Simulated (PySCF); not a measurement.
## MoN₂ + H₂O → HMo(OH) + N₂

Level: PBE0 in the def2-TZVP basis family, computed in PySCF with density fitting; scalar-relativistic core potentials for atoms from Rb on, none lighter, no spin–orbit coupling; open shells unrestricted.

```
species                                                                 state and structure      E (Eh)  ZPE (kJ/mol)  H(298 K) − H(0) (kJ/mol)  S° (J/(mol K))
   MoN₂                                      singlet, C2v, Mo–N 1.652 Å (×2); N–Mo–N 104.4°  -177.49392          15.5                      10.7           262.1
    H₂O                                        singlet, C2v, O–H 0.960 Å (×2); H–O–H 105.1°   -76.37736          56.5                       9.9           188.7
HMo(OH)  quintet, C1, Mo–H 1.721 Å, Mo–O 1.892 Å, O–H 0.962 Å; H–Mo–O 119.3°, H–O–Mo 121.0°  -144.52109          46.8                      12.3           279.4
     N₂                                                           singlet, D∞h, N–N 1.089 Å  -109.44629          14.9                       8.7           191.4
```

What is the electronic reaction energy?

At PBE0/def2-TZVP, ΔE = -252.3 kJ/mol from the differences of the total energies times 2625.5, downhill. 

Add zero-point, thermal and entropy terms for 298.15 K and 1 bar.

ΔZPE = -10.3 and Δ[H(298) − H(0)] = 0.4 kJ/mol give ΔH° = -262.2 kJ/mol. ΔS° = 20.0 J/(mol K), so ΔG° = -262.2 − 298.15 × (0.0200) = -268 kJ/mol.

Open d or f shells are single determinants, so the state found may not be the ground state. Each species is the lowest minimum found with this bonding; other isomers or fragments can lie lower.
